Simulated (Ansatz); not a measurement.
`[NH2][Ta]([OH])([F])=[S]` + HCl → `[NH2][Ta]([F])(=[S])[Cl]` + H₂O at 298.15 K and 1 bar (ligand exchange at a Ta–O bond).

Isolated molecules relaxed with PBE0-D4/def2-TZVP in Ansatz; ΔE leaves out vibrations. CCSD(T)/CBS adds triple-zeta CCSD(T) − MP2 to the extrapolated MP2 energy (def2 sets, frozen cores). This one scheme is used for every species. Elements past krypton have def2 core potentials. For Ta outer-core shells are correlated without core-valence functions, which leaves a few kJ/mol of doubt a bond. Each species was taken in one conformer, which may not be the lowest.

```
                   species  CCSD(T)/CBS energy (Eh)  H − E (kJ/mol)  S (J/(mol·K))
`[NH2][Ta]([OH])([F])=[S]`               -686.36237           133.4          367.2
                       HCl               -460.38127            26.6          186.8
`[NH2][Ta]([F])(=[S])[Cl]`              -1070.37365           102.1          370.4
                       H₂O                -76.37941            66.4          188.7
```

H − E and S are ideal-gas, rigid-rotor, harmonic terms from PBE0-D4/def2-TZVP, for one conformer and one mirror image of each species. 1 Eh = 2625.50 kJ/mol, R = 8.31446 J/(mol·K).

Problem. By hand: ΔE, ΔH, ΔS and ΔG.

Solution. ΔE = (-1070.37365) + (-76.37941) − (-686.36237) − (-460.38127) = -0.00942 Eh = -24.7 kJ/mol. Δ(H − E) = 102.1 + 66.4 − 133.4 − 26.6 = 8.5, so ΔH = -16.2 kJ/mol. ΔS = 370.4 + 188.7 − 367.2 − 186.8 = 5.1 J/(mol·K). ΔG = -16.2 − 298.15 × (5.1)/1000 = -17.7 kJ/mol.

Problem. By hand: the equilibrium constant, and the temperature at which ΔG would vanish if ΔH and ΔS stayed fixed.

Solution. log₁₀ K = −ΔG/(RT ln 10) = 3.1. ΔH and −TΔS have one sign here, so there is no such temperature. One of them is within its doubt of zero, so this could turn.

The number of gas molecules stays the same, so ΔS is small and ΔH decides. A doubt of 5 kJ/mol in ΔE shifts log₁₀ K by 0.9 here. Other conformers and mirror images would add mixing entropy, several J/(mol·K) or more a flexible species. These are equilibria of isolated gas molecules and say nothing of rates. Largest T1 diagnostic: 0.020 (customary marks: 0.02 for closed shells, 0.045 for open ones).
